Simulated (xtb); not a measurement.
CH5Si (SMILES C[SiH2]), doublet, from a rough starting geometry; GFN2-xTB in xtb.

xtb was given this input:
```
$ xtb mol.xyz --gfn 2 --uhf 1 --opt vtight --json

# file mol.xyz
7

C     -0.02080208     0.20061827    -0.84347534
Si     0.00223241     0.15642196     1.08709642
H     -0.04172996    -0.83827277    -1.14880603
H     -0.89847750     0.70122094    -1.20290675
H      0.90359831     0.68197156    -1.21789068
H     -1.18227497    -0.47294719     1.61475758
H      1.17896622    -0.52329052     1.58926998
```

The log (banner, timings and long lists left out):

```
   ID    Z sym.   atoms
    1    6 C      1
    2   14 Si     2
    3    1 H      3-7

           -------------------------------------------------
          |                Calculation Setup                |
           -------------------------------------------------

           -------------------------------------------------
          |                 G F N 2 - x T B                 |
           -------------------------------------------------

          ...................................................
          :                      SETUP                      :
          :.................................................:
          :  # basis functions                  19          :
          :  # atomic orbitals                  18          :
          :  # shells                           10          :
          :  # electrons                        13          :
          :  max. iterations                   250          :
          :  Hamiltonian                  GFN2-xTB          :
          :  restarted?                      false          :
          :  GBSA solvation                  false          :
          :  PC potential                    false          :
          :  electronic temp.          300.0000000     K    :
          :  accuracy                    1.0000000          :
          :  -> integral cutoff          0.2500000E+02      :
          :  -> integral neglect         0.1000000E-07      :
          :  -> SCF convergence          0.1000000E-05 Eh   :
          :  -> wf. convergence          0.1000000E-03 e    :
          :  Broyden damping             0.4000000          :
          :  net charge                          0          :
          :  unpaired electrons                  1          :
          ...................................................

 iter      E             dE          RMSdq      gap      omega  full diag
   1     -6.4055508 -0.640555E+01  0.392E+00    3.28       0.0  T
   2     -6.4254286 -0.198778E-01  0.229E+00    3.15       1.0  T
   3     -6.4259529 -0.524323E-03  0.114E+00    3.15       1.0  T
   4     -6.4260595 -0.106564E-03  0.373E-01    3.18       1.0  T
   5     -6.4260640 -0.452886E-05  0.191E-01    3.18       1.0  T
   6     -6.4260664 -0.237565E-05  0.618E-02    3.18       1.0  T
   7     -6.4260678 -0.143333E-05  0.185E-02    3.18       2.0  T
   8     -6.4260681 -0.282168E-06  0.203E-03    3.18      18.6  T
   9     -6.4260681 -0.167919E-08  0.869E-04    3.18      43.5  T
  10     -6.4260681 -0.179390E-09  0.348E-04    3.18     108.7  T

   *** convergence criteria satisfied after 10 iterations ***

         :::::::::::::::::::::::::::::::::::::::::::::::::::::
         ::                     SUMMARY                     ::
         :::::::::::::::::::::::::::::::::::::::::::::::::::::
         :: total energy              -6.343021759572 Eh    ::
         :: gradient norm              0.036686247654 Eh/a0 ::
         :: HOMO-LUMO gap              3.178526426708 eV    ::
         ::.................................................::
         :: SCC energy                -6.426067831585 Eh    ::
         :: -> isotropic ES            0.007626996290 Eh    ::
         :: -> anisotropic ES          0.001879182851 Eh    ::
         :: -> anisotropic XC          0.004809774254 Eh    ::
         :: -> dispersion             -0.002756068734 Eh    ::
         :: repulsion energy           0.083046072013 Eh    ::
         :: add. restraining           0.000000000000 Eh    ::
         :: total charge               0.000000000000 e     ::
         :::::::::::::::::::::::::::::::::::::::::::::::::::::

      -----------------------------------------------------------
     |                   =====================                   |
     |                        A N C O P T                        |
     |                   =====================                   |
     |               Approximate Normal Coordinate               |
[...]
 * total energy  :    -6.3430218 Eh     change       -0.4141043E-10 Eh
 * total energy  :    -6.3450151 Eh     change       -0.1993346E-02 Eh
 * total energy  :    -6.3451515 Eh     change       -0.1363574E-03 Eh
 * total energy  :    -6.3451631 Eh     change       -0.1166955E-04 Eh
 * total energy  :    -6.3451644 Eh     change       -0.1276679E-05 Eh
 * total energy  :    -6.3451650 Eh     change       -0.5463852E-06 Eh
 * total energy  :    -6.3451650 Eh     change       -0.2074034E-07 Eh
   *** GEOMETRY OPTIMIZATION CONVERGED AFTER 7 ITERATIONS ***
         :: total energy              -6.345164976312 Eh    ::
[...]

    * Orbital Energies and Occupations

         #    Occupation            Energy/Eh            Energy/eV
      -------------------------------------------------------------
         1        2.0000           -0.6815790             -18.5467
         2        2.0000           -0.5568230             -15.1519
         3        2.0000           -0.4649816             -12.6528
         4        2.0000           -0.4642158             -12.6320
         5        2.0000           -0.4181223             -11.3777
         6        2.0000           -0.4028915             -10.9632
         7        1.0000           -0.2707408              -7.3672 (HOMO)
         8                         -0.1551328              -4.2214 (LUMO)
         9                         -0.1468022              -3.9947
        10                         -0.1179998              -3.2109
        11                         -0.0644697              -1.7543
        12                         -0.0517492              -1.4082
        13                          0.1978761               5.3845
        14                          0.2276651               6.1951
        15                          0.2320744               6.3151
        16                          0.3746457              10.1946
        17                          0.6393596              17.3979
        18                          0.7233876              19.6844
      -------------------------------------------------------------
                  HL-Gap            0.1156080 Eh            3.1459 eV
             Fermi-level           -0.2748765 Eh           -7.4798 eV

     #   Z          covCN         q      C6AA      α(0)
     1   6 C        3.650    -0.180    24.392     7.094
     2  14 Si       2.715     0.308   183.558    29.755
     3   1 H        0.925     0.013     2.845     2.638
     4   1 H        0.925     0.019     2.742     2.589
     5   1 H        0.925     0.019     2.742     2.589
     6   1 H        0.920    -0.090     5.221     3.574
     7   1 H        0.920    -0.090     5.221     3.574

 Mol. C6AA /au·bohr⁶  :        766.011824
 Mol. C8AA /au·bohr⁸  :      29650.197733
 Mol. α(0) /au        :         51.812582

Wiberg/Mayer (AO) data.
largest (>0.10) Wiberg bond orders for each atom

 ---------------------------------------------------------------------------
     #   Z sym  total        # sym  WBO       # sym  WBO       # sym  WBO
 ---------------------------------------------------------------------------
     1   6 C    3.978 --     4 H    0.992     5 H    0.992     3 H    0.988
                             2 Si   0.916
     2  14 Si   2.729 --     1 C    0.916     7 H    0.894     6 H    0.894
     3   1 H    1.000 --     1 C    0.988
     4   1 H    1.000 --     1 C    0.992
     5   1 H    1.000 --     1 C    0.992
     6   1 H    0.991 --     2 Si   0.894
     7   1 H    0.991 --     2 Si   0.894
 ---------------------------------------------------------------------------

Topologies differ in total number of bonds
Writing topology from bond orders to xtbtopo.mol

molecular dipole:
                 x           y           z       tot (Debye)
 q only:        0.006       0.197       0.234
   full:       -0.003      -0.076      -0.149       0.426
molecular quadrupole (traceless):
                xx          xy          yy          xz          yz          zz
 q only:       -0.523       0.028       0.664       0.017       0.977      -0.141
  q+dip:        0.770      -0.008       0.505      -0.025      -0.418      -1.274
   full:        0.280       0.002       0.398      -0.011      -0.238      -0.678

optimized geometry written to: xtbopt.xyz

           -------------------------------------------------
          | TOTAL ENERGY               -6.345164976312 Eh   |
          | GRADIENT NORM               0.000039412647 Eh/α |
          | HOMO-LUMO GAP               3.145855160235 eV   |
           -------------------------------------------------

normal termination of xtb
```
